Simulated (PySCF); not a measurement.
How methods differ on the excitation energy of Te

Te [Kr] 4d10 5s2 5p4 (3P) → Te [Kr] 4d10 5s1 5p5 (3P), as a difference of total energies. Computed with PySCF 2.14 in dyall-av2z (22s16p12d, 130 functions), with no relativity, point nucleus. Correlated levels: valence: [Kr] 4d10 frozen; virtual orbitals above 40 to 60 times the deepest correlated orbital energy dropped. The calculations carry no spin-orbit coupling.

```
           method  excitation energy (cm⁻¹)
              UHF                     71246
    MP2 (valence)                     64600
SCS-MP2 (valence)                     63659
   CCSD (valence)                     57368
CCSD(T) (valence)                     55580
```

The coupled-cluster amplitudes are large for the upper state (T1 above 0.03 or a double amplitude above 0.15), so a single reference is strained.
